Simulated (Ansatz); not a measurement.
One change: `OB(O)Br` becomes `[OH][Al]([OH])[Br]`.

Ansatz, PBE0-D4/def2-TZVP geometries, multiplicity 1. Each molecule was computed in one conformer, which needn't be the lowest.

Scalar relativity is left out up to krypton.

```json
{"property": "HOMO energy (PBE0/def2-TZVPP) / eV", "`OB(O)Br`": "-8.43"}
{"property": "HOMO–LUMO gap (ωB97M-V/def2-TZVPP) / eV", "`OB(O)Br`": "12.55"}
{"property": "HOMO–LUMO gap (PBE0/def2-TZVPP) / eV", "`OB(O)Br`": "8.90"}
{"property": "HOMO–LUMO gap (PBE/def2-TZVPP) / eV", "`OB(O)Br`": "6.70"}
{"property": "LUMO energy (PBE0/def2-TZVPP) / eV", "`OB(O)Br`": "0.46"}
{"property": "HOMO–LUMO gap (B3LYP/def2-TZVPP) / eV", "`OB(O)Br`": "8.23"}
```

Problem. Give the same properties after the change, and the shifts. (Best estimate.)

Solution. Ansatz gave: 
```csv
property,`[OH][Al]([OH])[Br]`,shift
HOMO energy (PBE0/def2-TZVPP) / eV,-8.67,-0.24
HOMO–LUMO gap (ωB97M-V/def2-TZVPP) / eV,11.73,-0.82
HOMO–LUMO gap (PBE0/def2-TZVPP) / eV,7.87,-1.03
HOMO–LUMO gap (PBE/def2-TZVPP) / eV,5.65,-1.05
LUMO energy (PBE0/def2-TZVPP) / eV,-0.81,-1.27
HOMO–LUMO gap (B3LYP/def2-TZVPP) / eV,7.27,-0.96
```

With PBE0 the HOMO falls by 0.24 eV and the LUMO falls by 1.27 eV, so the gap narrows by about 1.03 eV. PBE moves the HOMO by -0.22 eV and ωB97M-V by -0.22 eV.

B3LYP here is the variant with VWN-RPA as its local correlation; programs differ in this.

Spin–orbit coupling is left out; it splits and shifts lone-pair levels of the heavy atoms by tenths of an eV.
